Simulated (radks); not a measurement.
All-electron atom: Cu17+ in [Ne] 3s2. Method: scalar-relativistic Kohn-Sham, PBE, spin-polarised, spherical densities, finite nucleus; Fermi nuclear charge, rms radius 3.8823 fm; computed with a radial shooting solver on a logarithmic mesh with Libxc functionals.

Normalised radial functions P(r) = r R(r), r in bohr:

r              3s       3p
0.003362   0.1473   0.0045
0.004705   0.1964   0.0084
0.006531   0.2558   0.0154
0.00914    0.3273   0.0285
0.01279    0.4040   0.0520
0.01775    0.4708   0.0922
0.02484    0.5055   0.1611
0.03477    0.4660   0.2706
0.04826    0.3092   0.4249
0.06753   -0.0036   0.6216
0.09375   -0.4212   0.7998
0.1312    -0.7955   0.8486
0.1836    -0.8140   0.5916
0.2548    -0.2530  -0.0466
0.3566     0.7440  -0.9079
0.499      1.4570  -1.4468
0.6927     1.2886  -1.2424
0.9694     0.5770  -0.5764
1.346      0.1195  -0.1296
1.883      0.0081  -0.0101

3s: eigenvalue -615.33 eV, 2 radial nodes at r = 0.0673, 0.279 bohr, <r> = 0.589 bohr, 90 % of the charge inside 0.855 bohr. 3p (empty): eigenvalue -571.96 eV, 1 radial node at r = 0.250 bohr, <r> = 0.578 bohr, 90 % of the charge inside 0.856 bohr.
